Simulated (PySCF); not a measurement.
## Running PySCF for CaF

Input:

```python
from pyscf import gto, scf

mol = gto.M(
    atom='Ca 0 0 0; F 0 0 2.359',
    basis='6-31g*',
    charge=0,
    spin=1,
    verbose=4,
)
mf = scf.UHF(mol)
mf.kernel()
mf.analyze()
print('orbital energies (hartree):', [e[max(0, n-3):n+3].round(4) for e, n in zip(mf.mo_energy, mol.nelec)])
```

```bash
$ OMP_NUM_THREADS=1 python input.py
```

The log (some set-up lines and the per-cycle HOMO/LUMO lines with their warnings removed):

```
PySCF version 2.14.0

[INPUT] verbose = 4
[INPUT] num. atoms = 2
[INPUT] num. electrons = 29
[INPUT] charge = 0
[INPUT] spin (= nelec alpha-beta = 2S) = 1
[INPUT] symmetry False subgroup None
[INPUT] Mole.unit = angstrom
[INPUT] Symbol           X                Y                Z      unit          X                Y                Z       unit  Magmom
[INPUT]  1 Ca     0.000000000000   0.000000000000   0.000000000000 AA    0.000000000000   0.000000000000   0.000000000000 Bohr   0.0
[INPUT]  2 F      0.000000000000   0.000000000000   2.359000000000 AA    0.000000000000   0.000000000000   4.457863927849 Bohr   0.0

nuclear repulsion = 40.378083071471
number of shells = 16
number of NR pGTOs = 102
number of NR cGTOs = 36
basis = 6-31g*
ecp = {}

******** <class 'pyscf.scf.uhf.UHF'> ********
method = UHF
initial guess = minao
damping factor = 0
level_shift factor = 0
DIIS = <class 'pyscf.scf.diis.CDIIS'>
diis_start_cycle = 1
diis_space = 8
diis_damp = 0
SCF conv_tol = 1e-09
SCF conv_tol_grad = None
SCF max_cycles = 50
direct_scf = True
direct_scf_tol = 1e-13
number electrons alpha = 15  beta = 14
Set gradient conv threshold to 3.16228e-05
init E= -775.803730871976

cycle= 1 E= -776.078789209902  delta_E= -0.275  |g|= 0.475  |ddm|= 0.823
cycle= 2 E= -776.136723571797  delta_E= -0.0579  |g|= 0.348  |ddm|= 0.586
cycle= 3 E= -776.176411552875  delta_E= -0.0397  |g|= 0.0219  |ddm|= 0.219
cycle= 4 E= -776.178218441143  delta_E= -0.00181  |g|= 0.00831  |ddm|= 0.076
cycle= 5 E= -776.178554989238  delta_E= -0.000337  |g|= 0.00227  |ddm|= 0.0396
cycle= 6 E= -776.17857629116  delta_E= -2.13e-05  |g|= 0.000456  |ddm|= 0.0115
cycle= 7 E= -776.178576839159  delta_E= -5.48e-07  |g|= 9.84e-05  |ddm|= 0.00245
cycle= 8 E= -776.178576853309  delta_E= -1.42e-08  |g|= 3.1e-05  |ddm|= 0.000463
cycle= 9 E= -776.178576855064  delta_E= -1.76e-09  |g|= 8.54e-06  |ddm|= 0.00013
cycle= 10 E= -776.178576855222  delta_E= -1.58e-10  |g|= 2.69e-06  |ddm|= 3.02e-05
Extra cycle  E= -776.178576855232  delta_E= -9.55e-12  |g|= 1.73e-06  |ddm|= 6.04e-06
converged SCF energy = -776.178576855232  <S^2> = 0.75036274  2S+1 = 2.0003627
**** SCF Summaries ****
Total Energy =                        -776.178576855231881
Nuclear Repulsion Energy =              40.378083071470968
One-electron Energy =                -1148.432410448088376
Two-electron Energy =                  331.875750521385555
Two-electron Coulomb Energy =          377.344293059419158
DFT Exchange-Correlation Energy =      -45.468542538033603
**** MO energy ****
                             alpha | beta                alpha | beta
[4 lines left out]
MO #5   energy= -13.6527071242681  | -13.6518183047285  occ= 1 | 1
MO #6   energy= -13.6521224457229  | -13.65019539373    occ= 1 | 1
MO #7   energy= -2.26724766960656  | -2.25937185884103  occ= 1 | 1
MO #8   energy= -1.36854869624195  | -1.36386341365421  occ= 1 | 1
MO #9   energy= -1.36648408234965  | -1.36338987935569  occ= 1 | 1
MO #10  energy= -1.36648408234965  | -1.36338987935568  occ= 1 | 1
MO #11  energy= -1.31763422417478  | -1.31468507362926  occ= 1 | 1
MO #12  energy= -0.444814401666132 | -0.437321485405719 occ= 1 | 1
MO #13  energy= -0.431934805320813 | -0.432419496357    occ= 1 | 1
MO #14  energy= -0.431934805320807 | -0.432419496356993 occ= 1 | 1
MO #15  energy= -0.229178495390947 | -0.00580119899550757 occ= 1 | 0
MO #16  energy= 0.0140980593045048 | 0.0392286926563228 occ= 0 | 0
MO #17  energy= 0.0140980593045108 | 0.0392286926563302 occ= 0 | 0
MO #18  energy= 0.0666063393951473 | 0.0819670513053934 occ= 0 | 0
[18 lines left out]

To work with the spin densities directly, `use mulliken_meta_spin()` only printing them here.

 ** Mulliken spin pop alpha/beta on meta-lowdin orthogonal AOs **
 ** Mulliken Spin Density (per AO)  **
 ** Mulliken Spin Density (per atom)  **
spin density of  0 Ca =      0.97245
spin density of  1 F =      0.02755
 ** Mulliken pop alpha/beta on meta-lowdin orthogonal AOs **
 ** Mulliken pop       alpha | beta **
pop of  0 Ca 1s        1.00000 | 1.00000
pop of  0 Ca 2s        1.00000 | 0.99999
pop of  0 Ca 3s        0.99996 | 0.99987
pop of  0 Ca 4s        0.84918 | 0.03153
pop of  0 Ca 5s        0.00441 | 0.00370
pop of  0 Ca 2px       1.00000 | 1.00000
pop of  0 Ca 2py       1.00000 | 1.00000
pop of  0 Ca 2pz       1.00000 | 1.00000
pop of  0 Ca 3px       0.99993 | 0.99997
pop of  0 Ca 3py       0.99993 | 0.99997
pop of  0 Ca 3pz       0.99979 | 0.99980
pop of  0 Ca 4px       0.00677 | 0.00563
[24 lines left out]
In total            15.00000 | 14.00000
 ** Mulliken atomic charges   ( Nelec_alpha | Nelec_beta ) **
charge of  0Ca =      0.89547  (    10.03849      9.06604 )
charge of  1F =     -0.89547  (     4.96151      4.93396 )
Dipole moment(X, Y, Z, Debye): -0.00000,  0.00000, -4.92800
orbital energies (hartree): [array([-0.4319, -0.4319, -0.2292,  0.0141,  0.0141,  0.0666]), array([-0.4373, -0.4324, -0.4324, -0.0058,  0.0392,  0.0392])]
```

In short: E(SCF) = -776.178577 Eh, 10 cycles, ⟨S²⟩ = 0.750, μz(SCF) = -4.93 D.

Hardware: Arm Neoverse V2, 1 thread, shared host. Wall time 0.82 s.

The bond length is a typed value, not an optimised one. No search for the lowest solution was made.
